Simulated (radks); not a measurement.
Q: Species: Au3+. Configuration: [Xe] 4f14 5d8 (the NIST ground configuration). Method: Dirac Kohn-Sham, PW91, spin-unpolarised, spherical densities, finite nucleus; open shells fill j = l - 1/2 first; Fermi nuclear charge, rms radius 5.4371 fm; computed with a radial shooting solver on a logarithmic mesh with Libxc functionals. Some entries of the table are withheld. Estimate them.

orbital  occ.  eigenvalue (hartree)  <r> (bohr)
1s1/2       2             -2963.925     0.01687
2s1/2       2             -523.6781     0.07047
2p1/2       2             -502.4140     0.05798
2p3/2       4             -434.9441     0.06653
3s1/2       2             -124.6115      0.1833
3p1/2       2             -115.0094      0.1736
3p3/2       4             -100.1213      0.1892
3d3/2       4             -84.11026      0.1648
3d5/2       6             -80.91008      0.1696
4s1/2       2             -28.08894      0.4070
4p1/2       2             -23.98610      0.4093
4p3/2       4             -20.41480      0.4434
4d3/2       4             -13.68568      0.4519
4d5/2       6             -13.02052      0.4631
5s1/2       2                   (1)      0.9249
4f5/2       6              -4.39117      0.4948
4f7/2       8              -4.25095      0.5018
5p1/2       2              -3.96132         (2)
5p3/2       4              -3.34482         (3)
5d3/2       4              -1.53183       1.411
5d5/2       4              -1.46398       1.456
6s1/2       0              -1.22420       2.288
6p1/2       0              -0.92991       2.651
6p3/2       0              -0.85200       2.860

A: 
(1) 5s1/2 eigenvalue (hartree): -5.29898
(2) 5p1/2 <r> (bohr): 0.9970
(3) 5p3/2 <r> (bohr): 1.091
